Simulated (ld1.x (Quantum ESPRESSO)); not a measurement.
**What the settings do to the PAW potential of bromine (Br)**

Base potential:

Br, PAW, made with ld1.x (Quantum ESPRESSO) 7.5 (PBE, scalar-relativistic). Core [Ne] 3s2, reference 3p6 3d10 4s2 4p5. Waves: 4s (bound): rcut 1.25, rcutus 1.60 bohr; 4s channel at -0.75 Ry: rcut 1.25, rcutus 1.60 bohr; 3p (bound): rcut 0.75, rcutus 0.90 bohr; 4p (bound): rcut 0.75, rcutus 0.90 bohr; 3d (bound): rcut 0.70, rcutus 0.95 bohr; 3d channel at -2.3 Ry: rcut 0.70, rcutus 0.95 bohr. Local part: all-electron potential smoothed inside 0.95 bohr (lloc = -1). Core correction: Bessel-smoothed model core, default radius (core density twice the valence density). Augmentation charge: BESSEL, radius 0.75 bohr.

All-electron outer shells of the reference configuration (PBE, scalar-relativistic, ld1.x):

```tsv
shell	level (eV)	outermost node (bohr)	outermost maximum (bohr)
2p	-1528.56	–	0.13
3s	-238.08	0.23	0.48
3p	-173.49	0.21	0.48
3d	-66.72	–	0.43
4s	-20.13	0.67	1.41
4p	-7.86	0.70	1.66
```

Cutoffs, loose and tight: the cutoffs (Ry, on a coarse ladder) from which the occupation-weighted sum of valence levels, in a spherical-Bessel basis at the reference potential, stays within 10 and 1 mRy of its value at 400 Ry. They do not see the model core or the augmentation charge, which bear on the density cutoff. Test errors are all-electron minus pseudo excitation energies from the reference, over the configurations 3p6 3d10 4s2 4p4; 3p6 3d10 4s2 4p3; 3p6 3d10 4s2 4p2; 3p6 3d10 4s2 4p1; 3p6 3d10 4s1 4p5; 3p6 3d9 4s2 4p6; 3p6 3d10 4s2 4p4.5. A dash means not determined; rows that change the core or the reference have their own tests.

A true bound ghost makes a file unfit for plane-wave use even where its test errors are small: the radial tests pick states by their node count and pass the ghost by.

The default core radius of the base comes out at 0.25 bohr.

| change | outcome | cutoff, loose | cutoff, tight | bound ghosts | largest test error (meV) |
| --- | --- | --- | --- | --- | --- |
| base | generated | 200 Ry | 300 Ry | s | -153 |
| core correction a·sin(br)/r model core, default radius (ld1.x builds one for every PAW set, though the input has nlcc=.false.) | generated | 200 Ry | over 300 Ry | s | -153 |
| core correction Bessel-smoothed model core inside 0.36 bohr | generated | 200 Ry | 300 Ry | s | -152 |
| core correction Bessel-smoothed model core inside 0.48 bohr | generated | 200 Ry | 300 Ry | s | -152 |
| core correction Bessel-smoothed model core inside 0.56 bohr | generated | 200 Ry | 300 Ry | s | -152 |
| core correction Bessel-smoothed model core inside 0.68 bohr | generated | 200 Ry | 300 Ry | s | -152 |
| core correction Bessel-smoothed model core inside 0.78 bohr | generated | 200 Ry | 300 Ry | s | -152 |
| core correction Bessel-smoothed model core inside 0.90 bohr | generated | 200 Ry | 300 Ry | s | -151 |
| core correction Bessel-smoothed model core inside 0.96 bohr | generated | 200 Ry | 300 Ry | s | -151 |
| core correction Bessel-smoothed model core inside 1.10 bohr | generated | 200 Ry | 300 Ry | s | -151 |
